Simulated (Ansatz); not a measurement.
Reaction (ligand exchange at the Si–O bond): `O[SiH2]F` + `F[SiH](F)S` → `F[SiH2]S[SiH](F)F` + H₂O

Isolated molecules relaxed with PBE0-D4/def2-TZVP in Ansatz; ΔE leaves out vibrations. CBS: MP2 limit from def2 TZ/QZ plus the TZ coupled-cluster correction, frozen cores. This one scheme is used for every species. DFT in def2-TZVPP. Each species was taken in one conformer, which may not be the lowest.

| level | ΔE (kJ/mol) |
| --- | --- |
| PBE0-D4 | 33.5 |
| CAM-B3LYP | 57.9 |

Problem. What does CCSD(T)/CBS give? (Best estimate.)

Solution. The calculation gave: +40.4 kJ/mol. The listed levels differ from it by -6.9, 17.5 kJ/mol.

Largest T1 diagnostic among the species: 0.012.

Leaving LDA and LC-ωPBE aside and taking each functional with its dispersion term where it has one, the values, not all of them listed here, spread over 24.0 kJ/mol, from revPBE-D4 to CAM-B3LYP-D4. At CCSD(T), def2-SVP lies +6.0 kJ/mol from the extrapolated value and def2-TZVPP +5.9 kJ/mol. The D4 term adds −10.9 kJ/mol with B3LYP and −6.1 kJ/mol with PBE0; it sums over pairs of atoms, weighted by their polarisabilities, and B3LYP, whose exchange is more repulsive, gets the larger term.

B3LYP here is the variant with VWN-RPA as its local correlation; programs differ in this.
